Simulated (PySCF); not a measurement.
# Working out the ionisation energy of I²⁺

I²⁺ [Kr] 4d10 5s2 5p3 (4S) → I³⁺ [Kr] 4d10 5s2 5p2 (3P). All numbers are calculated (PySCF 2.14, a scalar-relativistic core potential, in aug-cc-pVQZ-PP with ECP28MDF (7s7p5d3f2g, 92 functions)). Frozen: 4s2 4p6 4d10. Energies in hartree (1 hartree = 27.21139 eV):

| part | I²⁺ (lower) | I³⁺ (upper) |
| --- | --- | --- |
| UHF | -293.662923 | -292.565845 |
| CCSD correlation | -0.083401 | -0.066389 |
| (T) | -0.002474 | -0.001387 |

Task: What does Hartree-Fock give?

Result: (-292.565845) − (-293.662923) = 1.097078 hartree = 29.853 eV.

Task: What do CCSD and CCSD(T) give?

Result: The CCSD correlation energies differ by 0.017012 hartree = 0.463 eV and the triples by 0.001087 hartree = 0.030 eV, so CCSD gives 30.316 eV and CCSD(T) 30.346 eV.

Reference: 29.57 ± 0.025 eV (measured; NIST Atomic Spectra Database, ionization energies), between the lowest levels; spin-orbit coupling is absent from the calculation.

What remains against the reference includes basis incompleteness, the frozen core and higher excitations.
